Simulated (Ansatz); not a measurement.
Relaxation of a periodic cell of 17 atoms, Be$_{16}$H (host Be, host structure hcp, interstitial H), to a largest force component of 0.03 eV/Å in at most 60 steps.

All numbers below come from DFT LDA, scalar-relativistic, plane waves, PAW in Ansatz 0.2.0. Settings: cutoff 420 eV, k mesh 4x4x3, gaussian smearing 0.1 eV, no spin polarisation.

```xyz
17
Lattice="-2.2900 -3.9664 0.0000 3.4350 -1.9832 0.0000 0.0000 0.0000 7.1769" Properties=species:S:1:pos:R:3
Be 0.000 -3.966 0.000
Be 0.000 -2.644 1.794
Be 0.000 -3.966 3.588
Be 0.000 -2.644 5.383
Be -1.145 -1.983 0.000
Be 2.290 -2.644 1.794
Be -1.145 -1.983 3.588
Be 2.290 -2.644 5.383
Be 1.145 -1.983 0.000
Be 1.145 -0.661 1.794
Be 1.145 -1.983 3.588
Be 1.145 -0.661 5.383
Be 0.000 0.000 0.000
Be 1.145 -4.627 1.794
Be 0.000 0.000 3.588
Be 1.145 -4.627 5.383
H -0.032 -1.293 2.713
```

**Question.** Where does it end, and by what steps?

**Answer.** It converged. Limits of this set-up: coarse k mesh, odd electron count without spin. After 3 steps the energy has fallen by 0.098 eV; Be15 moved furthest, 0.06 Å.

| step | energy less start (eV) | largest force component (eV/Å) | accepted |
| --- | --- | --- | --- |
| 0 | 0.0000 | 0.535 | yes |
| 1 | -0.0689 | 0.296 | yes |
| 2 | -0.0966 | 0.034 | yes |
| 3 | -0.0976 | 0.005 | yes |

```xyz
17
Lattice="-2.2900 -3.9664 0.0000 3.4350 -1.9832 0.0000 0.0000 0.0000 7.1769" Properties=species:S:1:pos:R:3
Be 0.012 -3.972 -0.018
Be -0.008 -2.689 1.768
Be 0.015 -3.975 3.599
Be -0.001 -2.654 5.384
Be -1.157 -1.987 0.001
Be 2.262 -2.628 1.767
Be -1.184 -2.011 3.617
Be 2.306 -2.653 5.405
Be 1.124 -1.971 -0.019
Be 1.181 -0.630 1.768
Be 1.169 -1.996 3.618
Be 1.153 -0.654 5.384
Be -0.002 0.013 0.001
Be 1.126 -4.616 1.785
Be 0.005 0.048 3.617
Be 1.130 -4.618 5.403
H -0.003 -1.319 2.694
```

The run took 19 s on 1 thread of Intel(R) Xeon(R) Platinum 8259CL CPU @ 2.50GHz (Skylake/Cascade Lake), with other jobs on the host, peak memory 0.42 GiB.
